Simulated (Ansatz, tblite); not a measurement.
Cost and result up the ladder for cyclo-(Cl2GeS)4 (Ge₄S₄Cl₈) (16 atoms). The state is a singlet with charge 0. Geometry: PBE-D4/def2-SVP.

Cartesian coordinates in Å:
```
Ge -1.7857 -1.6672 -0.6623
Cl -3.1723 -2.9420 -1.7137
Cl -2.8816 -0.4889 0.7780
S -0.4248 -3.1460 0.3262
Ge 1.0461 -1.8392 1.3964
Cl 2.3618 -3.2796 2.3171
Cl 0.1103 -0.6640 2.9479
S 2.2827 -0.6112 -0.0094
Ge 1.8483 1.5084 0.5622
Cl 2.5528 2.0136 2.5362
Cl 3.0243 2.5888 -0.8889
S -0.2960 2.1476 0.5901
Ge -0.9881 1.6829 -1.4864
Cl -3.0407 2.3418 -1.4989
Cl 0.0957 2.7785 -2.9965
S -0.7327 -0.4233 -2.1981
```

Ansatz on 2 threads of AMD EPYC 7R13 on a shared host and a share (18 GiB) of an NVIDIA H100 80GB HBM3; xTB runs through tblite on one thread. Times are rough, summed over both states, and most runs start from the orbitals of an earlier one. PBE0-D4/def2-TZVP serves as the yardstick here, not as an exact answer. The other state is a doublet.

The xTB rows come from tblite. Single mean-field runs in def2-TZVP are fitted with def2-universal-jkfit.

Run but left out: PBE-D4/def2-TZVP (charge +1 doublet: an occupied level 0.08 eV above an empty one).

Raw xTB energies of ions are shifted by several eV.

| level | functions | wall time |
| --- | --- | --- |
| GFN1-xTB | 144 | 0.32 s |
| GFN2-xTB | 144 | 0.4 s |
| PBE0-D4/def2-TZVP | 636 | 39 s |
| r2SCANh-D4/def2-TZVP (with forces) | 636 | 60 s |

(1) Estimate what each level gives for the vertical IE (eV).

## Answers

(1) 
| level | vertical IE (eV) | difference from PBE0-D4/def2-TZVP (eV) |
| --- | --- | --- |
| GFN1-xTB | 13.43 | 3.74 |
| GFN2-xTB | 13.40 | 3.72 |
| PBE0-D4/def2-TZVP | 9.69 | 0.00 |
| r2SCANh-D4/def2-TZVP (with forces) | 9.61 | -0.08 |
